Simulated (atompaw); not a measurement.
Building the PAW (atompaw) potential for magnesium (Mg) (LDA (PW92), scalar-relativistic).

```json
{
  "Element": "magnesium (Mg)",
  "Generator": "atompaw 4.2.0.5",
  "Type": "PAW",
  "Functional": "LDA (PW92)",
  "Relativity": "scalar-relativistic",
  "Frozen core": "[He] 2s2",
  "Valence charge": "8",
  "Reference configuration": "2p6 3s1.5 3p0 (charge +0.5)",
  "Partial waves": "3s (bound): rc 2.85 bohr; 3s channel at 0.05 Ry: rc 2.85 bohr; 2p (bound): rc 0.75 bohr; 3p (bound, empty): rc 2.85 bohr; 3d channel at 0.4 Ry: rc 2.85 bohr",
  "Local potential": "vpsmatchnc scheme with l = 3 at 0 Ry, radius 1.85 bohr",
  "Core correction": "smooth core density matched at 2.60 bohr",
  "Augmentation charge": "sinc compensation charge, radius 2.55 bohr; PAW radius 2.85 bohr; waves and projectors: custom polynom2 7 10 vanderbiltortho"
}
```

(1) Is the overlap operator S = 1 + Σ q|β⟩⟨β| positive definite (Bessel basis up to 400 Ry)?

A Bessel basis up to 400 Ry misses an occupied level by 3.45 Ry, so cutoffs and ghosts were not judged.

Results:

(1) Yes: its lowest eigenvalue is 0.90 (s channel).
